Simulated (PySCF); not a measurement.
AsF3, SMILES F[As](F)F. Heavy atoms are numbered as in [F:1][As:2]([F:3])[F:4].

Coordinates come from a ωB97X-D3(BJ)/def2-SVP optimisation.

Method: B3LYP/def2-TZVPD (PySCF).

ESP charges are fitted to the potential on shells at 1.4 to 2.0 van der Waals radii. Atomic charges (e), one atom of each kind:

```tsv
atom	meta-Löwdin	ESP fit
F1	?	-0.20
As2	?	0.60
```

**Question.** Complete the blanks. (An estimate is asked for; the answer gives what the named calculation found.)

**Answer.** 
- F1, meta-Löwdin: -0.48
- As2, meta-Löwdin: 1.44
